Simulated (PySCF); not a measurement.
## Correlation energy of As(2+) (arsenic, charge +2)

[Ar] 3d10 4s1 4p2, high-spin 4P determinant (an excited configuration). Computed with PySCF 2.14 in def2-QZVPPD, with no relativity, point nucleus. Frozen: [Ne]; 21 electrons correlated.

MP2 pair energies summed by pair of shells (mhartree):

| pair | energy | share (%) |
| --- | --- | --- |
| 3d-3d | -321.29 | 51.7 |
| 3p-3d | -128.84 | 20.7 |
| 3p-3p | -44.20 | 7.1 |
| 3s-3d | -38.85 | 6.3 |
| 3d-4p | -31.36 | 5.0 |
| 3d-4s | -18.26 | 2.9 |
| 3s-3p | -16.49 | 2.7 |
| 4p-4p | -5.62 | 0.9 |
| 3p-4p | -4.54 | 0.7 |
| 4s-4p | -3.78 | 0.6 |
| 3p-4s | -3.48 | 0.6 |
| 3s-3s | -3.45 | 0.6 |
| 3s-4p | -0.86 | 0.1 |
| 3s-4s | -0.55 | 0.1 |

Total MP2 correlation energy: -621.55 mhartree.

Same-spin part -222.47 and opposite-spin part -399.08 mhartree; SCS-MP2 scales them by 1/3 and 6/5 to -553.06 mhartree.

This basis was not built for core-valence correlation, so the inner-shell part is incomplete.
